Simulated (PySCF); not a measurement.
C2H7MgNSe. Atoms are numbered in the order given.

```xyz
12

Mg    -0.2977     0.0022     0.0000
N     -2.2160     0.0032     0.0000
C     -3.0294    -0.0014    -1.1967
C     -3.0294    -0.0014     1.1967
H     -3.6971    -0.9002    -1.2621
H     -3.7063     0.8903    -1.2612
H     -2.4060     0.0023    -2.1180
H     -3.7063     0.8903     1.2612
H     -3.6971    -0.9002     1.2621
H     -2.4060     0.0023     2.1180
Se     2.1444     0.0420     0.0000
H      2.1481    -1.4460     0.0000
```

Geometry optimised at PBE-D3(BJ)/def2-SVP. One conformer was computed; it need not be the lowest.

These are PBE/def2-TZVP run with PySCF values and carry that method's errors.

ESP charges are fitted to the potential on shells at 1.4 to 2.0 van der Waals radii. Atomic charges (e):

| atom | Mulliken | ESP fit | meta-Löwdin |
|---|---|---|---|
| Mg1 | 0.65 | 0.67 | 1.29 |
| N2 | ? | -0.16 | -0.72 |
| C3 | ? | -0.61 | -0.24 |
| C4 | ? | -0.61 | -0.24 |
| H5 | ? | 0.17 | 0.09 |
| H6 | ? | 0.18 | 0.09 |
| H7 | ? | 0.17 | 0.09 |
| H8 | ? | 0.18 | 0.09 |
| H9 | ? | 0.17 | 0.09 |
| H10 | ? | 0.17 | 0.09 |
| Se11 | -0.47 | -0.41 | -0.70 |
| H12 | 0.12 | 0.09 | 0.07 |

Problem. Complete the blanks. (An estimate is asked for; the answer gives what the named calculation found.)

Solution. 
- N2, Mulliken: -0.43
- C3, Mulliken: -0.24
- C4, Mulliken: -0.24
- H5, Mulliken: 0.10
- H6, Mulliken: 0.10
- H7, Mulliken: 0.10
- H8, Mulliken: 0.10
- H9, Mulliken: 0.10
- H10, Mulliken: 0.10
